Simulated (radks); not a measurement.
The numbers below are computed, except where a source is named.
Ho, configuration [Kr] 4d10 4f11 5s1 5p6 6s2 5f1 (not the ground configuration). Level of theory: scalar-relativistic Kohn-Sham, PBEsol, spin-polarised, spherical densities, finite nucleus; open shells are filled with parallel spins first (spin-orbit coupling, left out, can overturn this in heavy ions); Fermi nuclear charge, rms radius 5.2022 fm (a radial shooting solver on a logarithmic mesh with Libxc functionals). Some entries of the table are withheld. Estimate them.

orbital,occ.,eigenvalue (eV),r(max) (bohr),<r^2> (bohr^2)
1s up,1,-55476.79,0.01312,0.0005886
1s down,1,-55476.67,0.01312,0.0005886
2s up,1,-9289.193,0.07464,0.009175
2s down,1,-9289.081,0.07464,0.009174
2p up,3,-8232.874,0.06061,0.007443
2p down,3,-8232.772,0.06061,0.007442
3s up,1,-2083.138,0.2113,0.06045
3s down,1,-2081.812,0.2113,0.06040
3p up,3,-1760.244,0.2078,0.06077
3p down,3,-1758.920,0.2077,0.06072
3d up,5,-1349.910,0.1696,0.05076
3d down,5,-1348.877,0.1695,0.05070
4s up,1,-421.0406,0.4839,0.3044
4s down,1,-418.2549,0.4839,0.3043
4p up,3,-314.7994,0.5057,0.3450
4p down,3,-312.0287,0.5056,0.3449
4d up,5,-171.2343,0.5232,0.4140
4d down,5,-168.4394,0.5232,0.4139
5s up,1,-61.9260,1.128,1.777
5s down,0,-59.6392,1.133,1.809
5p up,3,-36.5509,1.281,2.455
5p down,3,-34.7427,1.292,2.534
4f up,7,-15.1630,0.5237,0.8750
4f down,4,-12.4444,0.5243,0.9293
6s up,1,-8.8861,3.004,(1)
6s down,1,-8.6903,3.047,(2)
5d up,0,-8.2261,1.795,6.577
5d down,0,-7.5362,1.860,7.193
6p up,0,(3),(4),21.19
6p down,0,(5),(6),22.22
7s up,0,-1.7737,8.709,104.2
5f up,1,-0.4596,15.94,293.0

Answer. 
(1) 6s up <r^2> (bohr^2): 12.92
(2) 6s down <r^2> (bohr^2): 13.26
(3) 6p up eigenvalue (eV): -4.7063
(4) 6p up r(max) (bohr): 3.779
(5) 6p down eigenvalue (eV): -4.5985
(6) 6p down r(max) (bohr): 3.835
